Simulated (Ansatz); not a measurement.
H₅N₂NbO₂ (`[NH2][Nb]([NH2])(=[O])[OH]`), relaxed with RKS PBE0-D4/def2-TZVP in Ansatz from a PBE-D4/def2-SVP geometry. The force threshold is 0.005 eV/Å; the program also tests the step.

The species carries charge 0 and has multiplicity 1. Nb: def2 effective core potential.

Start:

```xyz
10

N     1.428    0.191   -1.032
Nb   -0.338   -0.343   -0.283
N    -1.064    1.111    0.868
O    -1.420   -0.541   -1.603
O    -0.195   -1.992    0.702
H     1.622    0.306   -2.033
H     2.273    0.428   -0.501
H    -1.946    1.603    0.689
H    -0.607    1.534    1.683
H     0.248   -2.296    1.509
```

Q: How much energy does the relaxation release, and in how many steps? (Best estimate.)

A: Ansatz gave: 4.89 kJ/mol, in 5 steps.

Q: Which bonds change most? (Estimate.)

A: The calculation gave: Nb2–O4 from 1.718 to 1.696 Å; N3–H8 from 1.025 to 1.009 Å; N1–H6 from 1.025 to 1.009 Å; N3–H9 from 1.026 to 1.010 Å.

Q: Give the relaxed structure. (Best estimate.)

A: Ansatz gave: 
```xyz
10

N     1.423    0.191   -1.027
Nb   -0.332   -0.334   -0.281
N    -1.058    1.105    0.866
O    -1.400   -0.531   -1.584
O    -0.193   -1.976    0.693
H     1.602    0.296   -2.015
H     2.256    0.417   -0.502
H    -1.930    1.578    0.683
H    -0.608    1.516    1.671
H     0.241   -2.262    1.495
```
